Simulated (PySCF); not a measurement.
C₃H₃, SMILES C#C[CH2] (connectivity only; charge and spin as stated), charge +1, multiplicity 1.

Geometry: PBE0-D3(BJ)/def2-TZVP. The spin state was assumed, not searched. The isomer is the one that the SMILES or the coordinates give; other isomers of the formula were not compared.

All values below come from M06-2X/def2-TZVPD (PySCF).

Computed frontier levels, gap, dipole moment and polarisability:
```
Item                                                              Result
------------------------------------------------  ----------------------
highest occupied level                                         -16.67 eV
lowest empty level                                             -10.09 eV
orbital gap                                                      6.58 eV
dipole moment about the centre of nuclear charge                  0.48 D
mean static polarisability                          30.6 bohr³ (4.54 Å³)
polarisability, principal values                  18.0, 20.8, 53.1 bohr³
```
